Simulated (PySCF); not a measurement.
H10Si4, triplet, at the geometry of the source list (a higher spin typed on purpose: for a closed-shell molecule this is an excited state); M062X/STO-3G in PySCF.

PySCF was given this input:
```python
from pyscf import gto, scf, dft

mol = gto.M(
    atom='''
Si   -0.007900    2.108500   -0.742900
Si    0.052400    0.167200    0.539700
Si    1.918400   -1.145100    0.078200
Si   -1.934300   -1.039300    0.419500
H     1.201500    2.926100   -0.623400
H    -0.142900    1.776200   -2.163800
H    -1.131200    2.990100   -0.416800
H     0.189400    0.604500    1.951000
H     3.187600   -0.428500    0.223200
H     1.872400   -1.627700   -1.304800
H     2.021200   -2.334400    0.927000
H    -1.951000   -2.225300    1.278900
H    -3.117300   -0.255300    0.781800
H    -2.158300   -1.517000   -0.947700
''',
    basis='sto-3g',
    charge=0,
    spin=2,
    verbose=4,
)

mf = dft.ROKS(mol)
mf.xc = 'm062x'
mf.kernel()
```

The log (banner, timings and long lists left out):

```
PySCF version 2.14.0

[INPUT] verbose = 4
[INPUT] num. atoms = 14
[INPUT] num. electrons = 66
[INPUT] charge = 0
[INPUT] spin (= nelec alpha-beta = 2S) = 2
[INPUT] symmetry False subgroup None
[INPUT] Mole.unit = angstrom
[INPUT] Symbol           X                Y                Z      unit          X                Y                Z       unit  Magmom
[...]
nuclear repulsion = 328.60434831932
number of shells = 30
number of NR pGTOs = 138
number of NR cGTOs = 46
basis = sto-3g
ecp = {}

******** <class 'pyscf.dft.roks.ROKS'> ********
method = ROKS
initial guess = minao
damping factor = 0
level_shift factor = 0
DIIS = <class 'pyscf.scf.diis.CDIIS'>
diis_start_cycle = 1
diis_space = 8
diis_damp = 0
SCF conv_tol = 1e-09
SCF conv_tol_grad = None
SCF max_cycles = 50
direct_scf = True
direct_scf_tol = 1e-13
num. doubly occ = 32  num. singly occ = 2
XC library pyscf.dft.libxc version 7.1.2
    S. Lehtola, C. Steigemann, M. J. T. Oliveira, and M. A. L. Marques,  SoftwareX 7, 1–5 (2018)
XC functionals = m062x
    Y. Zhao and D. G. Truhlar,  Theor. Chem. Acc. 120, 215 (2008)
    Y. Zhao and D. G. Truhlar,  Theor. Chem. Acc. 120, 215 (2008)
radial grids:
    Treutler-Ahlrichs [JCP 102, 346 (1995); DOI:10.1063/1.469408] (M4) radial grids

becke partition: Becke, JCP 88, 2547 (1988); DOI:10.1063/1.454033
pruning grids: <function nwchem_prune>
grids dens level: 3
symmetrized grids: False
atomic radii adjust function: <function treutler_atomic_radii_adjust>
small_rho_cutoff = 0
Set gradient conv threshold to 3.16228e-05
tot grids = 174800
init E= -1149.6215028465
[...]
cycle= 1 E= -1150.27134118389  delta_E= -0.65  |g|= 0.109  |ddm|= 3.36
[...]
cycle= 2 E= -1150.28182135069  delta_E= -0.0105  |g|= 0.0827  |ddm|= 0.905
[...]
cycle= 3 E= -1150.2870695509  delta_E= -0.00525  |g|= 0.0224  |ddm|= 0.28
[...]
cycle= 4 E= -1150.28813715505  delta_E= -0.00107  |g|= 0.012  |ddm|= 0.23
[...]
cycle= 5 E= -1150.28868296503  delta_E= -0.000546  |g|= 0.00678  |ddm|= 0.11
[...]
cycle= 6 E= -1150.28905307323  delta_E= -0.00037  |g|= 0.0051  |ddm|= 0.113
[...]
cycle= 7 E= -1150.28954192143  delta_E= -0.000489  |g|= 0.00312  |ddm|= 0.234
[...]
cycle= 8 E= -1150.28964227207  delta_E= -0.0001  |g|= 0.00237  |ddm|= 0.0769
[...]
cycle= 9 E= -1150.28969866954  delta_E= -5.64e-05  |g|= 0.0018  |ddm|= 0.0515
[...]
cycle= 10 E= -1150.28972999009  delta_E= -3.13e-05  |g|= 0.00105  |ddm|= 0.0525
[...]
cycle= 11 E= -1150.28973837781  delta_E= -8.39e-06  |g|= 0.000282  |ddm|= 0.0364
[...]
cycle= 12 E= -1150.28973850673  delta_E= -1.29e-07  |g|= 0.000145  |ddm|= 0.00856
[...]
cycle= 13 E= -1150.28973865314  delta_E= -1.46e-07  |g|= 2.41e-05  |ddm|= 0.00483
[...]
cycle= 14 E= -1150.28973865758  delta_E= -4.44e-09  |g|= 4.88e-06  |ddm|= 0.000757
[...]
cycle= 15 E= -1150.28973865772  delta_E= -1.43e-10  |g|= 1.77e-06  |ddm|= 9.04e-05
[...]
Extra cycle  E= -1150.28973865774  delta_E= -1.98e-11  |g|= 1.14e-06  |ddm|= 2.69e-05
converged SCF energy = -1150.28973865774
```
